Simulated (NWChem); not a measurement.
System: Si2H4, singlet; SMILES [SiH][SiH3]

```xyz
6

Si     0.0477     1.3446     0.3997
H      1.2365     1.3339    -0.5584
Si    -0.0723    -1.0182     0.1270
H      1.2486    -1.6919     0.2859
H     -0.5236    -1.2188    -1.2855
H     -1.0526    -1.7025     1.0138
```
Atoms are numbered in this order, from 1.

Low-valent species are run as closed-shell singlets; no triplet was tried in these runs. The geometry was optimised at PBE0-D3(BJ)/def2-TZVP.

**Question.** Give the principal values of the shielding tensors (ppm) of Si1, Si3 from PBE/cc-pVDZ, GIAO (NWChem), with their diamagnetic and paramagnetic parts as GIAO splits them.

**Answer.** 
```json
[
 {"atom": "Si1", "σ11": "-2190.1", "σ22": "-385.7", "σ33": "609.9", "isotropic": "-655.3", "diamagnetic": "876.6", "paramagnetic": "-1531.9"},
 {"atom": "Si3", "σ11": "418.0", "σ22": "466.4", "σ33": "508.6", "isotropic": "464.3", "diamagnetic": "882.7", "paramagnetic": "-418.3"}
]
```
